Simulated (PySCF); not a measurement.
Electric field gradients and quadrupole coupling constants

Compound: C3H9N3Si2.
SMILES with atom numbers: `[N:1]#[C:2][Si:3]([NH2:4])([NH2:5])[SiH:6]1[CH2:7][CH2:8]1` (hydrogens: H9, H10 on N4; H11, H12 on N5; H13 on Si6; H14, H15 on C7; H16, H17 on C8)

Cartesian coordinates in Å at the GFN2-xTB level; atoms count from 1:
```xyz
17
C3H9N3Si2 angstrom
N     -1.661    0.633   -3.311
C     -1.501    0.552   -2.179
Si    -1.148    0.384   -0.337
N     -1.709   -1.092    0.345
N     -2.214    1.573    0.314
Si     1.118    0.579   -0.021
C      2.015   -0.494    1.253
C      2.263   -0.914   -0.195
H     -1.191   -1.941    0.199
H     -2.699   -1.281    0.363
H     -2.325    1.634    1.313
H     -2.235    2.493   -0.094
H      1.805    1.851   -0.264
H      2.874   -0.107    1.782
H      1.462   -1.196    1.861
H      3.273   -0.783   -0.554
H      1.868   -1.878   -0.484
```

Field gradients from the PBE0/pcSseg-1 density (PySCF, non-relativistic), principal values in atomic units, ordered |Vxx| ≤ |Vyy| ≤ |Vzz|:

```csv
atom,Vxx,Vyy,Vzz
N1,0.5464,0.6071,-1.1536
N4,0.3295,0.5777,-0.9072
N5,0.3166,0.5737,-0.8903
```

Q: Find the asymmetry η = (Vxx − Vyy)/Vzz and the couplings χ = eQV/h (234.96 MHz × Q in barn × V in au), with Q(14N) = 0.02044 b.

A: 
```tsv
atom	environment	nucleus	η	χzz (MHz)	χxx (MHz)	χyy (MHz)
N1	cyano nitrogen	14N	0.05	-5.54	2.62	2.92
N4	silicon-bound nitrogen	14N	0.27	-4.357	1.582	2.775
N5	silicon-bound nitrogen	14N	0.29	-4.276	1.521	2.755
```

Q: What is Vzz at N5 in SI units (1 au = 9.71736 × 10²¹ V/m²)?

A: -0.8903 au = -8.652 × 10²¹ V/m².

Q: And the gradient at the other heavy atoms, for which no coupling is worked out here?

A: 
| atom | environment | Vzz (au) | η |
| --- | --- | --- | --- |
| C2 | cyano carbon | -0.483 | 0.02 |
| Si3 | four-coordinate silicon | 0.348 | 0.72 |
| Si6 | SiH silicon | 0.173 | 0.37 |
| C7 | sp3 carbon bound to silicon | 0.121 | 0.33 |
| C8 | sp3 carbon bound to silicon | 0.121 | 0.24 |

Were the hydrogens deuterons (Q(2H) = 0.00286 b), χzz would run from 110 kHz (H13) to 290 kHz (H9).

The structure is a single GFN2-xTB conformer in the gas phase; no vibrational or solvent corrections. GFN2-xTB bond lengths can be off by several hundredths of an ångström, more for odd bonds, and the gradients follow them. The basis is small and wasn't made for field gradients, so the couplings can be 20 % off.

The run behind these numbers computed NMR shieldings as well. On one thread, Intel Xeon at 2.50 GHz (x86_64), shared host with 64 logical CPUs at a one-minute load of 62, this took 83 s of wall time and 0.86 GiB of memory at its peak.
